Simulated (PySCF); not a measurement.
MgSb⁻: one state, many levels of theory

State: ³Π (triplet), unpaired electrons σ ↑, π ↑. Set-up: Mg aug-cc-pVDZ, Sb aug-cc-pVDZ-PP with ECP28; scalar-relativistic core potentials (PySCF 2.14). De refers to Mg + Sb⁻ in their high-spin ground configurations, without counterpoise correction. The functionals are run spin-unrestricted. A positive dipole points towards Sb; it is taken about the centre of mass and depends on that origin. Levels whose curve was spin-contaminated or gave no clean fit are not listed.

```
  Level  Re (Å)  ωe (cm⁻¹)  De (eV)  μ (D)
    PBE   2.736        242     1.25   2.82
 r²SCAN   2.713        254      n/a   2.53
   PBE0   2.717        248      n/a   2.52
r²SCAN0   2.708        253      n/a   2.27
  B97-3   2.738        238     1.05   2.46
 M06-2X   2.782        184      n/a   2.29
```

The bond length runs from 2.708 Å (r²SCAN0) to 2.782 Å (M06-2X).

Spin–orbit coupling is left out, which matters for elements this heavy, above all for dissociation energies. For an ion De counts to the pair picked by the measured ionisation energies or electron affinities, which need not be the lowest pair at this level. The highest Kohn–Sham level is positive in this anion. Much of that is self-interaction error, but it also means that the finite basis helps to hold the extra electron. The state was picked by a PBE0 search and need not be the measured ground state.
